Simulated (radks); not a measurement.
Results of a calculation; reference values are marked as such.
Coulomb parameter of the 3d shell of neutral cobalt in the model configuration [Ar] 3d7.5 4s1.5, as a second difference U = [E(n + 0.25) + E(n - 0.25) - 2 E(n)] / (0.25)^2 with all orbitals relaxed. "Bare": the charge of the atom changes with n. "Screened": the 4s shell takes up the change at fixed total charge, which measures U(3d,3d) + U(4s,4s) - 2 U(3d,4s). Level of theory: Dirac Kohn-Sham, PBE, spin-unpolarised, spherical densities, finite nucleus; open shells are shared between the two j in proportion to 2j + 1; Fermi nuclear charge, rms radius 3.7875 fm (a radial shooting solver on a logarithmic mesh with Libxc functionals).

case                 configuration  E - E(n) (eV)
start             [Ar] 3d7.5 4s1.5          0.000
bare +0.25       [Ar] 3d7.75 4s1.5         -1.163
bare -0.25       [Ar] 3d7.25 4s1.5          1.885
screened +0.25  [Ar] 3d7.75 4s1.25         -0.202
screened -0.25  [Ar] 3d7.25 4s1.75          0.381

U(bare) = 11.539 eV, U(screened by 4s) = 2.874 eV. The step up makes a negative ion, whose loosely bound charge lowers the bare value.
